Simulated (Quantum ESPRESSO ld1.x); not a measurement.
Input file for ld1.x (Quantum ESPRESSO 7.5):

```
 &input
    zed=43.0,
    iswitch=1,
    rel=2,
    dft='REVPBE',
    config='[Ar] 3d10 4s2 4p5',
    rel_dist='energy',
    verbosity='high',
    lsmall=.true.,
    prefix='ld1',
    max_out_wfc=37,
    file_charge='ld1.rho',
 /
```

Output:

```
     Program LD1 v.7.5 starts

     --------------------------- All-electron run ----------------------------

     dirac relativistic calculation

     atomic number is 43.00
     dft =REVPBE   lsd =0 sic =0 latt =0  beta=0.20 tr2=1.0E-14
     Exchange-correlation= REVPBE
                           (   1   4   4   4   0   0   0)
     mesh =2047 r(mesh) = 100.16310 a.u. xmin = -8.00 dx = 0.00800
     1 Ry =  13.60569312 eV, c = 137.03599908

     n l j   nl                  e(Ry)          e(Ha)          e(eV)
     Spin orbit split results
     1 0 0.5 1S 1( 2.00)   -1542.942683247    -771.471341624 -20992.8046546
     2 0 0.5 2S 1( 2.00)    -228.524171669    -114.262085834  -3109.2297509
     2 1 0.5 2P 1( 2.00)    -211.473410403    -105.736705202  -2877.2423256
     2 1 1.5 2P 1( 4.00)    -202.781498904    -101.390749452  -2758.9828451
     3 0 0.5 3S 1( 2.00)     -47.703790259     -23.851895129   -649.0431311
     3 1 0.5 3P 1( 2.00)     -41.156017516     -20.578008758   -559.9561445
     3 1 1.5 3P 1( 4.00)     -39.693941394     -19.846970697   -540.0635854
     3 2 1.5 3D 1( 4.00)     -28.140163249     -14.070081625   -382.8664256
     3 2 2.5 3D 1( 6.00)     -27.857705364     -13.928852682   -379.0233903
     4 0 0.5 4S 1( 2.00)     -14.180823287      -7.090411644   -192.9399299
     4 1 0.5 4P 1( 2.00)     -12.117448318      -6.058724159   -164.8662833
     4 1 1.5 4P 1( 3.00)     -11.850021945      -5.925010973   -161.2277621
     Averaged results
     1 0     1S 1( 2.00)   -1542.942683247    -771.471341624 -20992.8046546
     2 0     2S 1( 2.00)    -228.524171669    -114.262085834  -3109.2297509
     2 1     2P 1( 6.00)    -205.678802737    -102.839401369  -2798.4026719
     3 0     3S 1( 2.00)     -47.703790259     -23.851895129   -649.0431311
     3 1     3P 1( 6.00)     -40.181300101     -20.090650051   -546.6944385
     3 2     3D 1(10.00)     -27.970688518     -13.985344259   -380.5606044
     4 0     4S 1( 2.00)     -14.180823287      -7.090411644   -192.9399299
     4 1     4P 1( 5.00)     -11.939164070      -5.969582035   -162.4406025

     final scf error:  8.3E-15 reached in  31 iterations

     Etot =   -8539.017283 Ry,   -4269.508642 Ha, -116179.248728 eV

     Ekin =    8872.329163 Ry,    4436.164581 Ha,  120714.187873 eV
     Encl =  -20295.073783 Ry,  -10147.536892 Ha, -276128.545803 eV
     Eh   =    3132.629036 Ry,    1566.314518 Ha,   42621.589335 eV
     Exc  =    -248.901699 Ry,    -124.450849 Ha,   -3386.480133 eV

     normalization and overlap integrals

     s(1S/1S) =  1.000000  <r> =   0.0343  <r2> =    0.0016  r(max) =   0.0223
     LC norm =  0.97535514 + SC norm =  0.02464486 =  1.00000000
     s(1S/2S) =  0.000000
     s(1S/3S) = -0.000000
     s(1S/4S) =  0.000000
     s(2S/2S) =  1.000000  <r> =   0.1492  <r2> =    0.0263  r(max) =   0.1258
     LC norm =  0.99492367 + SC norm =  0.00507633 =  1.00000000
     s(2S/3S) =  0.000000
     s(2S/4S) =  0.000000
     s(2P/2P) =  1.000000  <r> =   0.1271  <r2> =    0.0198  r(max) =   0.0982
     LC norm =  0.99491882 + SC norm =  0.00508118 =  1.00000000
     s(2P/3P) =  0.000000
     s(2P/4P) =  0.000000
     s(2P/2P) =  1.000000  <r> =   0.1317  <r2> =    0.0212  r(max) =   0.1022
     LC norm =  0.99509250 + SC norm =  0.00490750 =  1.00000000
     s(2P/3P) =  0.000000
     s(2P/4P) =  0.000000
     s(3S/3S) =  1.000000  <r> =   0.4142  <r2> =    0.1965  r(max) =   0.3734
     LC norm =  0.99862422 + SC norm =  0.00137578 =  1.00000000
     s(3S/4S) =  0.000000
     s(3P/3P) =  1.000000  <r> =   0.4078  <r2> =    0.1936  r(max) =   0.3587
     LC norm =  0.99867826 + SC norm =  0.00132174 =  1.00000000
     s(3P/4P) =  0.000000
     s(3P/3P) =  1.000000  <r> =   0.4183  <r2> =    0.2034  r(max) =   0.3674
     LC norm =  0.99872473 + SC norm =  0.00127527 =  1.00000000
     s(3P/4P) =  0.000000
     s(3D/3D) =  1.000000  <r> =   0.3946  <r2> =    0.1866  r(max) =   0.3081
     LC norm =  0.99883668 + SC norm =  0.00116332 =  1.00000000
     s(3D/3D) =  1.000000  <r> =   0.3980  <r2> =    0.1897  r(max) =   0.3106
     LC norm =  0.99885019 + SC norm =  0.00114981 =  1.00000000
     s(4S/4S) =  1.000000  <r> =   0.9981  <r2> =    1.1195  r(max) =   0.9220
     LC norm =  0.99963420 + SC norm =  0.00036580 =  1.00000000
     s(4P/4P) =  1.000000  <r> =   1.0532  <r2> =    1.2539  r(max) =   0.9673
     LC norm =  0.99967070 + SC norm =  0.00032930 =  1.00000000
     s(4P/4P) =  1.000000  <r> =   1.0738  <r2> =    1.3027  r(max) =   0.9908
     LC norm =  0.99967985 + SC norm =  0.00032015 =  1.00000000

     LC charge = 34.88636632 + SC charge =  0.11363368 = 35.00000000

     ------------------------ End of All-electron run ------------------------
```

Run on one thread of a shared host, so times are rough (Intel(R) Xeon(R) Processor @ 2.60GHz): 0.58 s of CPU time, 0.84 s wall, 31 iterations on 2047 mesh points.
